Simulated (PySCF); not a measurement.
**Frontier orbitals and the lowest excitations**

CH₆AsBS.
Geometry (PBE0-D3(BJ)/def2-SVP, Å), atoms numbered from 1 in this order:
```xyz
10
CH6AsBS angstrom
C     -1.6745    0.2629   -0.0179
S     -0.8818   -1.3506   -0.2653
B      0.8568   -1.0599   -0.2409
As     1.7743    0.6850    0.1914
H     -2.7568    0.0898    0.0450
H     -1.4654    0.9329   -0.8633
H     -1.3311    0.7277    0.9168
H      1.5182   -2.0605   -0.3739
H      0.9443    1.5899   -0.7074
H      2.9044    0.5146   -0.8097
```

Method: TDDFT B3LYP/def2-SVPD, vertical, gas phase, core orbitals frozen in the response in PySCF 2.14.0, density-fitted response routines. The B3LYP/def2-SVPD calculation is non-relativistic and has no spin–orbit coupling, an omission that weighs most on arsenic.

Kohn–Sham orbitals with the atoms that hold most of them (Löwdin shares over 4%, at most four atoms; ? is withheld):

| orbital | ε (eV) | atoms |
| --- | --- | --- |
| HOMO-3 | -9.26 | B3 28%, H8 18%, S2 17%, As4 15% |
| HOMO-2 | -8.60 | S2 34%, As4 27%, B3 15%, C1 8% |
| HOMO-1 | -7.72 | S2 53%, B3 19%, As4 9%, C1 9% |
| HOMO | -7.00 | ? |
| LUMO | -1.45 | ? |
| LUMO+1 | -0.22 | S2 22%, As4 18%, B3 18%, C1 12% |
| LUMO+2 | 0.14 | As4 42%, H9 14%, S2 11%, H10 10% |

Question: Which atoms hold the HOMO, and with what shares?

Answer: As4 (bonded to B and 2 H) 51%; S2 (bonded to B and C) 18%; B3 (bonded to As, S and H) 15%; H9 (bonded to As) 6%.

Question: Which atoms hold the LUMO, and with what shares?

Answer: B3 (bonded to As, S and H) 44%; S2 (bonded to B and C) 23%; As4 (bonded to B and 2 H) 16%; H8 (bonded to B) 7%.

Question: The HOMO–LUMO gap is 5.55 eV. Where does the response calculation put the lowest singlet, and from which orbitals?

Answer: S1 is at 4.75 eV (f = 0.070), 0.79 eV below the gap, made of HOMO→LUMO (90%). 

Question: Give energy, strength and leading configuration of S1, S2 and S3, and follow the Löwdin shares of the leading atoms from the occupied to the empty orbital.

Answer: 
- S1 (4.75 eV, f 0.070), HOMO→LUMO (90%): As4 51% → 16%, S2 18% → 23%, B3 15% → 44%
- S2 (5.59 eV, f 0.100), HOMO-1→LUMO (77%): S2 53% → 23%, B3 19% → 44%
- S3 (5.93 eV, f 0.079), HOMO→LUMO+1 (94%): As4 51% → 18%, S2 18% → 22%

Löwdin shares depend on the basis, the more so with diffuse functions.

One conformer stands for the species.
